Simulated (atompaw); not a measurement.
**B: one change to a PAW (atompaw) potential, before and after**

- Element: boron
- Generator: atompaw 4.2.0.5
- Type: PAW
- Functional: PBEsol
- Relativity: non-relativistic
- Frozen core: [He]
- Valence charge: 3
- Reference configuration: 2s1 2p0 (charge +2)
- Partial waves: 2s (bound): rc 1.45 bohr; 2s channel at 0.05 Ry: rc 1.45 bohr; 2p (bound, empty): rc 2.75 bohr; 2p channel at -0.8 Ry: rc 2.75 bohr
- Local potential: troulliermartins scheme with l = 2 at 1 Ry, radius 2.50 bohr
- Core correction: smooth core density matched at 1.55 bohr
- Augmentation charge: sinc compensation charge, radius 2.65 bohr; PAW radius 2.75 bohr; waves and projectors: custom polynom2 7 10 vanderbiltortho

All-electron outer shells of the reference configuration (PBEsol, non-relativistic, ld1.x):

```json
{"shell": "2s", "level (eV)": "-31.27", "outermost node (bohr)": "0.46", "outermost maximum (bohr)": "1.39"}
{"shell": "2p", "level (eV)": "-25.27", "outermost node (bohr)": "–", "outermost maximum (bohr)": "1.27"}
```

Change: wave 2s channel at 0.05 Ry: rc 1.45 bohr becomes 2s channel at 1.63 Ry: rc 1.45 bohr.

Cutoffs: the cutoffs (Ry, on a coarse ladder) from which the occupation-weighted sum of valence levels, in a spherical-Bessel basis at the reference potential, stays within 10 and 1 mRy of its value at 400 Ry; they do not see the model core or the augmentation charge, which bear on the density cutoff.

Problem. What does the change do?

Solution. The potential gets harder (10 Ry and 18 Ry → 12 Ry and 18 Ry); a bound ghost appears in s, which as a rule spoils a file; the range in which the s phases agree narrows (upper end 3.9 → -1.0).

```csv
quantity,base,changed
"cutoff, loose",10 Ry,12 Ry
"cutoff, tight",18 Ry,18 Ry
bound ghosts,none,s
s: phases at 2.77 bohr within 0.05 rad from the reference energy up to (Ry; the scan ends near 5),3.9,-1.0
p: phases at 2.77 bohr within 0.05 rad from the reference energy up to (Ry; the scan ends near 5),0.1,0.1
lowest overlap eigenvalue by channel,"s 0.53, p 0.91","s 0.53, p 0.91"
```

 A true bound ghost makes a file unfit for plane-wave use even where its test errors are small: the radial tests pick states by their node count and pass the ghost by. The cutoffs see the waves, projectors and local potential, not the compensation charge or the core.
